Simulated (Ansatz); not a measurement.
`C#[C][In]([F])[F]` + HCl → `[F][In]([F])[Cl]` + `C#C` at 298.15 K and 1 bar (ligand exchange at the In–C bond).

Program: Ansatz. Geometries: PBE0-D4/def2-TZVP. ΔE: electronic, gas phase. CCSD(T)/CBS is the MP2 limit (def2-TZVPP, def2-QZVPP) plus CCSD(T) − MP2 in def2-TZVPP, frozen cores. This one scheme is used for every species. Elements past krypton have def2 core potentials. For In outer-core shells are correlated without core-valence functions, which leaves a few kJ/mol of doubt a bond.

| species | CCSD(T)/CBS energy (Eh) | H − E (kJ/mol) | S (J/(mol·K)) |
| --- | --- | --- | --- |
| `C#[C][In]([F])[F]` | -466.09678 | 77.5 | 348.9 |
| HCl | -460.38127 | 26.6 | 186.8 |
| `[F][In]([F])[Cl]` | -849.27843 | 28.9 | 328.9 |
| `C#C` | -77.22717 | 80.8 | 200.2 |

H − E and S are ideal-gas, rigid-rotor, harmonic terms from PBE0-D4/def2-TZVP. 1 Eh = 2625.50 kJ/mol, R = 8.31446 J/(mol·K).

By hand: ΔE, ΔH, ΔS and ΔG.

ΔE = (-849.27843) + (-77.22717) − (-466.09678) − (-460.38127) = -0.02755 Eh = -72.3 kJ/mol. Δ(H − E) = 28.9 + 80.8 − 77.5 − 26.6 = 5.6, so ΔH = -66.7 kJ/mol. ΔS = 328.9 + 200.2 − 348.9 − 186.8 = -6.6 J/(mol·K). ΔG = -66.7 − 298.15 × (-6.6)/1000 = -64.7 kJ/mol.

By hand: the equilibrium constant, and the temperature at which ΔG would vanish if ΔH and ΔS stayed fixed.

log₁₀ K = −ΔG/(RT ln 10) = 11.3. ΔG = 0 at ΔH/ΔS = 10106 K, far beyond where these terms or the molecules hold.

The number of gas molecules stays the same, so ΔS is small and ΔH decides. A doubt of 5 kJ/mol in ΔE shifts log₁₀ K by 0.9 here. These are equilibria of isolated gas molecules and say nothing of rates. Largest T1 diagnostic: 0.017 (customary marks: 0.02 for closed shells, 0.045 for open ones).
